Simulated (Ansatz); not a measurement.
Mg14S14⁺. Total charge 1; doublet. Geometry PBE-D4/def2-SVP, loosely relaxed, that of the neutral singlet; atoms count from 1.

Cartesian coordinates in Å:
```
Mg -0.141 1.564 4.975
S 1.467 -0.074 5.180
Mg 1.435 -0.229 2.862
S 0.522 -1.632 1.056
Mg 0.117 -3.083 -0.891
S -0.861 -5.118 -1.438
Mg -2.658 -3.900 -2.210
S -0.635 3.930 5.428
Mg -0.944 3.868 3.067
S -1.063 1.491 2.474
Mg -1.246 -0.004 0.446
S -2.399 -1.396 -1.317
Mg -3.280 -1.223 -3.601
S -4.021 -3.407 -4.196
Mg 1.615 4.571 4.696
S 1.131 4.590 2.039
Mg 0.732 2.476 0.919
S -0.069 1.559 -1.173
Mg -0.530 -0.274 -2.683
S -1.318 -0.713 -4.934
Mg -1.991 -3.253 -5.560
S 3.905 4.180 4.670
Mg 3.284 3.150 2.692
S 2.849 1.195 1.270
Mg 1.746 -0.119 -0.521
S 1.545 -1.648 -2.461
Mg 0.705 -2.432 -4.634
S 0.102 -4.069 -6.155
```

Single mean-field runs in def2-SVP are fitted with def2-universal-jkfit. The geometry of the charge 1 doublet is only loosely relaxed.

(1) Estimate the Mulliken populations from the PBE0/def2-SVP orbitals of Ansatz.

(2) Where does the spin sit?

(3) And the Mayer bond orders between heavy atoms (over 0.3, the first 40 of 46)?

## Answers

(1) 
| atom | charge (e) | spin (α − β) |
| --- | --- | --- |
| Mg1 | 0.60 | -0.01 |
| S2 | -0.39 | 0.25 |
| Mg3 | 0.65 | -0.01 |
| S4 | -0.70 | 0.00 |
| Mg5 | 0.65 | -0.01 |
| S6 | -0.39 | 0.25 |
| Mg7 | 0.60 | -0.01 |
| S8 | -0.54 | 0.00 |
| Mg9 | 0.46 | 0.00 |
| S10 | -0.67 | 0.00 |
| Mg11 | 0.63 | 0.00 |
| S12 | -0.67 | 0.00 |
| Mg13 | 0.45 | 0.00 |
| S14 | -0.53 | 0.00 |
| Mg15 | 0.58 | -0.02 |
| S16 | -0.59 | 0.00 |
| Mg17 | 0.84 | 0.00 |
| S18 | -0.61 | 0.00 |
| Mg19 | 0.84 | 0.00 |
| S20 | -0.58 | 0.00 |
| Mg21 | 0.57 | -0.02 |
| S22 | -0.35 | 0.30 |
| Mg23 | 0.56 | -0.02 |
| S24 | -0.67 | 0.00 |
| Mg25 | 0.71 | 0.00 |
| S26 | -0.66 | 0.00 |
| Mg27 | 0.56 | -0.02 |
| S28 | -0.35 | 0.30 |
Mulliken values depend strongly on the basis.

(2) Summed by element: Mg -0.12, S 1.12, of 1 unpaired in all. Largest on single atoms: S22 0.30, S28 0.30, S2 0.25.

(3) Mg1–S2 1.06 (2.30 Å); Mg1–S8 0.66 (2.46 Å); Mg1–S10 0.34 (2.67 Å); S2–Mg3 0.88 (2.32 Å); Mg3–S4 0.48 (2.46 Å); Mg3–S24 0.47 (2.56 Å); S4–Mg5 0.48 (2.46 Å); S4–Mg11 0.58 (2.48 Å); S4–Mg25 0.52 (2.50 Å); Mg5–S6 0.88 (2.32 Å); Mg5–S26 0.47 (2.56 Å); S6–Mg7 1.07 (2.30 Å); Mg7–S12 0.34 (2.67 Å); Mg7–S14 0.66 (2.46 Å); S8–Mg9 0.81 (2.38 Å); S8–Mg15 0.70 (2.45 Å); Mg9–S10 0.66 (2.45 Å); Mg9–S16 0.79 (2.43 Å); S10–Mg11 0.47 (2.53 Å); S10–Mg17 0.42 (2.57 Å); Mg11–S12 0.46 (2.52 Å); Mg11–S18 0.57 (2.54 Å); S12–Mg13 0.67 (2.45 Å); S12–Mg19 0.43 (2.57 Å); Mg13–S14 0.81 (2.38 Å); Mg13–S20 0.79 (2.43 Å); S14–Mg21 0.70 (2.45 Å); Mg15–S16 0.35 (2.70 Å); Mg15–S22 0.97 (2.32 Å); S16–Mg17 0.45 (2.43 Å); S16–Mg23 0.44 (2.67 Å); Mg17–S18 0.50 (2.42 Å); Mg17–S24 0.47 (2.50 Å); S18–Mg19 0.49 (2.42 Å); S18–Mg25 0.52 (2.56 Å); Mg19–S20 0.45 (2.43 Å); Mg19–S26 0.47 (2.50 Å); S20–Mg21 0.35 (2.70 Å); S20–Mg27 0.44 (2.67 Å); Mg21–S28 0.97 (2.32 Å).
